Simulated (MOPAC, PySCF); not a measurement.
H3B2N, SMILES `B=BN` (B–B–N–H torsion 12°), neutral singlet in the gas phase. 

Cartesian coordinates (Å):
SMILES: B=BN
```xyz
6

B      1.6639     0.0090     0.0800
B      0.1683     0.0010    -0.0367
N     -1.1863    -0.0064    -0.1423
H      2.8313     0.0154     0.1711
H     -1.7567    -0.8018     0.1019
H     -1.7206     0.7828    -0.4726
```
Charge 0, multiplicity 1.

All levels are single points at this geometry (CAM-B3LYP-D3(BJ)/def2-TZVP); Pople sets use spherical d functions. Orbital energies aren't observables, and empty levels follow the basis.

```
level                                HOMO (eV)  LUMO (eV)  gap (eV)  dipole (D)  vertical IE, Delta-SCF (eV)
-----------------------------------  ---------  ---------  --------  ----------  ---------------------------
CAM-B3LYP-D3(BJ)/def2-TZVP in PySCF      -6.24      -1.44      4.80        2.78                         7.25
PBE-D3(BJ)/def2-TZVP in PySCF            -3.99      -3.64      0.35        2.97                         7.22
TPSSh-D3(BJ)/def2-TZVP in PySCF          -4.41      -3.04      1.37        2.87                         7.09
B3LYP/3-21G in PySCF                     -4.40      -2.37      2.03        3.18                            –
B3LYP/6-311+G** in PySCF                 -4.81      -2.86      1.96        2.81                            –
B3LYP/6-31G* in PySCF                    -4.24      -2.24      2.00        2.80                         6.95
BP86/6-31G* in PySCF                     -3.52      -3.17      0.34        2.95                            –
PBE/6-31G* in PySCF                      -3.42      -3.11      0.31        2.95                         6.92
SVWN5/6-31G* in PySCF                    -3.48      -3.33      0.15        3.00                         7.12
HF/3-21G in PySCF                        -6.83       1.53      8.36        2.95                            –
HF/6-31G* in PySCF                       -6.73       1.79      8.52        2.58                         5.83
PM3 in MOPAC                             -8.53       0.14      8.66        3.27                            –
PM7 in MOPAC                             -7.87      -0.69      7.18        0.46                            –
```
